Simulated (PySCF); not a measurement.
## Vertical excitation energies

Species: SnHMe3, C3H10Sn.
Bonds: Sn1–C3, Sn1–C7, Sn1–C11. Hydrogens: H2 on Sn1; H4, H5, H6 on C3; H8, H9, H10 on C7; H12, H13, H14 on C11.

The calculation used PySCF 2.14.0, density-fitted response routines, TDDFT B3LYP/def2-SVPD, vertical, gas phase, core orbitals frozen in the response, def2 core potentials past Kr. Isolated species at its PBE0-D3(BJ)/def2-SVP geometry, gas phase. Spin–orbit coupling is left out.

```json
{"state": "S1", "E (eV)": "6.87", "λ (nm)": "180.4", "ν̃ (cm⁻¹)": "55430", "f": "0.060", "main configurations (H = HOMO, L = LUMO)": "H-1/H→L (98%)"}
{"state": "S2", "E (eV)": "6.88", "λ (nm)": "180.3", "ν̃ (cm⁻¹)": "55470", "f": "0.061", "main configurations (H = HOMO, L = LUMO)": "H-1/H→L (98%)"}
{"state": "S3", "E (eV)": "7.28", "λ (nm)": "170.2", "ν̃ (cm⁻¹)": "58760", "f": "0.0000", "main configurations (H = HOMO, L = LUMO)": "H-1/H→L+1/L+2 (≥95%)"}
{"state": "S4", "E (eV)": "7.32", "λ (nm)": "169.4", "ν̃ (cm⁻¹)": "59040", "f": "0.0001", "main configurations (H = HOMO, L = LUMO)": "H-2→L (94%)"}
{"state": "S5", "E (eV)": "7.36", "λ (nm)": "168.5", "ν̃ (cm⁻¹)": "59360", "f": "0.030", "main configurations (H = HOMO, L = LUMO)": "H-1/H→L+1/L+2 (≥85%)"}
{"state": "S6", "E (eV)": "7.36", "λ (nm)": "168.4", "ν̃ (cm⁻¹)": "59370", "f": "0.031", "main configurations (H = HOMO, L = LUMO)": "H-1/H→L+1/L+2 (≥85%)"}
{"state": "S7", "E (eV)": "7.41", "λ (nm)": "167.3", "ν̃ (cm⁻¹)": "59770", "f": "0.042", "main configurations (H = HOMO, L = LUMO)": "H-1/H→L+1/L+2 (≥91%)"}
{"state": "S8", "E (eV)": "7.67", "λ (nm)": "161.6", "ν̃ (cm⁻¹)": "61900", "f": "0.021", "main configurations (H = HOMO, L = LUMO)": "H-2→L+1/L+2 (89%), H-1/H→L+3 (8%)"}
{"state": "S9", "E (eV)": "7.68", "λ (nm)": "161.5", "ν̃ (cm⁻¹)": "61920", "f": "0.021", "main configurations (H = HOMO, L = LUMO)": "H-2→L+1/L+2 (89%), H-1/H→L+3 (8%)"}
```

Triplets (Tamm–Dancoff): T1 6.55 eV, H-1/H→L (≥66%), H-1/H→L+3 (≥11%); T2 6.56 eV, H-1/H→L (≥66%), H-1/H→L+3 (≥11%); T3 6.81 eV, H-1/H→L+1/L+2 (≥59%), H-2→L+3 (18%).

The lowest singlet level (S1/S2) lies at 6.87 eV (180 nm, vacuum ultraviolet) and is of moderate strength. The lowest level is also the most intense of those listed (f = 0.121 summed). S1/S2, S5/S6 and S8/S9 lie within about 0.01 eV of each other in each set. Löwdin shares by element: HOMO (one of a set within 0.03 eV) carbon 57%, tin 21% (atoms not listed hold the other 23%); LUMO tin 36%, carbon 24% (atoms not listed hold the other 39%). Of the 9 states listed, 7 reach f = 0.01 and 2 stay under 0.0005. Orbital energies (eV): HOMO-3 -10.64, HOMO-2 -8.03, HOMO-1 -7.66, HOMO -7.65, LUMO 0.06, LUMO+1 0.54, LUMO+2 0.54. The listed states span 0.81 eV, and the widest gap between neighbours is 0.41 eV (S2 to S3). All these states lie below the vertical ionisation energy of 9.72 eV (ΔSCF). Orbitals of the list HOMO-3 to LUMO+2 that lie within 0.01 eV of each other are written together with a slash and their weights summed (≥ marks a lower bound); for degenerate orbitals outside that list single weights are arbitrary. Singlets were solved by full linear response, triplets in the Tamm–Dancoff approximation. The highest level found (7.79 eV, f 0.282 so far) is left out, since the window may have cut off a degenerate partner.

Time: 3.0 min (grids of density and orbitals included); peak memory 0.82 GiB. Hardware: one thread of an Intel Xeon at 2.50 GHz, shared host with 64 logical CPUs at a one-minute load of 62.
